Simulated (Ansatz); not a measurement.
`[CH3][GeH]1[O][SiH2]1` → `[CH2]` (triplet) + `[O]1[SiH2][GeH2]1` at 700 K and 1 bar (formal loss of a carbene).

Isolated molecules relaxed with PBE0-D4/def2-TZVP in Ansatz; ΔE leaves out vibrations. CCSD(T)/CBS adds triple-zeta CCSD(T) − MP2 to the extrapolated MP2 energy (def2 sets, frozen cores). This one scheme is used for every species. Triplets are unrestricted, without spin–orbit coupling. For Ge outer-core shells are correlated without core-valence functions, which leaves a few kJ/mol of doubt a bond. Scalar relativity is left out up to krypton.

```
                species  CCSD(T)/CBS energy (Eh)  H − E (kJ/mol)  S (J/(mol·K))
`[CH3][GeH]1[O][SiH2]1`              -2482.04381           246.7          452.3
      `[CH2]` (triplet)                -39.09499            70.4          226.8
    `[O]1[SiH2][GeH2]1`              -2442.76781           150.9          380.1
```

H − E and S are ideal-gas, rigid-rotor, harmonic terms from PBE0-D4/def2-TZVP, for one conformer and one mirror image of each species, with the whole ground term of open shells counted as degenerate. 1 Eh = 2625.50 kJ/mol, R = 8.31446 J/(mol·K).

Task: By hand: ΔE, ΔH, ΔS and ΔG.

Result: ΔE = (-39.09499) + (-2442.76781) − (-2482.04381) = 0.18101 Eh = 475.2 kJ/mol. Δ(H − E) = 70.4 + 150.9 − 246.7 = -25.4, so ΔH = 449.8 kJ/mol. ΔS = 226.8 + 380.1 − 452.3 = 154.6 J/(mol·K). ΔG = 449.8 − 700 × (154.6)/1000 = 341.6 kJ/mol.

Task: By hand: the equilibrium constant, and the temperature at which ΔG would vanish if ΔH and ΔS stayed fixed.

Result: log₁₀ K = −ΔG/(RT ln 10) = -25.5. ΔG = 0 at ΔH/ΔS = 2909 K, far beyond where these terms or the molecules hold.

The number of gas molecules changes by +1, which sets the sign of ΔS. A doubt of 5 kJ/mol in ΔE shifts log₁₀ K by 0.4 here. Other conformers and mirror images would add mixing entropy, several J/(mol·K) or more a flexible species. A triplet takes part, so the spin changes. These are equilibria of isolated gas molecules and say nothing of rates. Largest T1 diagnostic: 0.014 (customary marks: 0.02 for closed shells, 0.045 for open ones).
